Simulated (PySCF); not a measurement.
# Orbital energies and ionisation energy

C2H9NO2Si2.
Cartesian coordinates in Å at the PBE0-D3(BJ)/def2-SVP level; atoms count from 1:
```xyz
16
C2H9NO2Si2 angstrom
C      2.802    0.587    1.515
C      1.759   -0.309    0.902
O      1.834   -1.527    0.906
N      0.673    0.277    0.323
Si    -0.513   -0.853   -0.336
O     -1.688    0.164   -0.923
Si    -3.086    0.286   -1.802
H      3.141    1.348    0.796
H      2.383    1.113    2.387
H      3.654   -0.023    1.837
H      0.571    1.285    0.301
H     -1.087   -1.717    0.727
H      0.058   -1.649   -1.454
H     -4.211   -0.395   -1.094
H     -3.409    1.732   -1.967
H     -2.914   -0.340   -3.148
```

Level: CAM-B3LYP/def2-SVPD (PySCF). Frontier orbitals with their largest atomic shares (Löwdin; up to four atoms above 4 %):

```tsv
orbital	ε (eV)	main atoms
HOMO−3	-10.53	O6 31 %, Si7 24 %, H15 20 %, H16 7 %
HOMO−2	-10.10	O6 35 %, Si7 14 %, Si5 10 %, H14 9 %
HOMO−1	-9.43	N4 44 %, O3 24 %, Si5 10 %, C2 8 %
HOMO	-9.24	?
LUMO	0.75	Si7 26 %, Si5 23 %, O6 10 %, H16 7 %
LUMO+1	1.05	C1 18 %, H11 11 %, C2 9 %, H8 8 %
LUMO+2	1.28	C2 32 %, O3 24 %, N4 10 %, C1 8 %
```

Task: What vertical ionisation energy does ΔSCF give, and how far is −ε(HOMO) from it?

Result: ΔSCF: 9.98 eV (963 kJ/mol; threshold wavelength 124 nm); ⟨S²⟩ of the doublet left behind is 0.756, against 0.75 for a pure doublet. −ε(HOMO) is 9.24 eV, 0.74 eV below it. For the exact functional −ε(HOMO) would equal the first vertical ionisation energy; CAM-B3LYP (range-separated hybrid) falls short of its own ΔSCF value by 7 %.

Task: On which atoms does the HOMO lie?

Result: O3 (amide oxygen) 66 %, C2 (amide carbonyl carbon) 9 %, C1 (methyl carbon next to a carbonyl) 9 %, N4 (amide nitrogen) 6 %, so more than half of it is on one atom. The HOMO−1 lies 0.19 eV lower.

Task: Shift the occupied levels rigidly so that −ε(HOMO) equals the ΔSCF value. What binding energies result?

Result: The shift is +0.74 eV: HOMO 9.98, HOMO−1 10.17, HOMO−2 10.84, HOMO−3 11.27 eV. A rigid shift is only a rough guide to the deeper ionisations.

Task: How many of the 10 lowest singlet excitations (vertical TDDFT, same level) lie below the ionisation energy?

Result: All 10; they run from 5.72 to 8.39 eV.

Task: What total energies stand behind the ΔSCF value?

Result: E(N) = -865.45798 Eh and E(N − 1) = -865.09131 Eh at the same geometry, 0.36667 Eh apart.

The structure is a single PBE0-D3(BJ)/def2-SVP conformer in the gas phase; no vibrational or solvent corrections.
